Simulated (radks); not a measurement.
Values are calculated unless marked as measured or tabulated.
Question: Cu II, 28 electrons, occupied as [Ar] 3d9.5 4f0.5 (fractional occupations, a model configuration). Code: a radial shooting solver on a logarithmic mesh with Libxc functionals. Model: non-relativistic Kohn-Sham, MS2 meta-GGA, spin-polarised, spherical densities, point nucleus; open shells are filled with parallel spins first; meta-GGA in the generalised Kohn-Sham scheme. Some entries of the table are withheld. Estimate them.

orbital  occ.  eigenvalue (eV)  <r^2> (bohr^2)
1s up       1        -8778.728        0.003746
1s down     1        -8778.720        0.003746
2s up       1        -1062.804         0.06675
2s down     1        -1062.584         0.06672
2p up       3        -930.0592             (1)
2p down     3        -929.8570             (2)
3s up       1        -129.7354             (3)
3s down     1        -129.0713             (4)
3p up       3         -88.1174          0.6665
3p down     3         -87.4556          0.6680
3d up       5         -20.0976           1.218
3d down   4.5         -19.5059           1.244
4f up     0.5          -2.0456           125.0

Answer: 
(1) 2p up <r^2> (bohr^2): 0.05289
(2) 2p down <r^2> (bohr^2): 0.05287
(3) 3s up <r^2> (bohr^2): 0.5973
(4) 3s down <r^2> (bohr^2): 0.5980
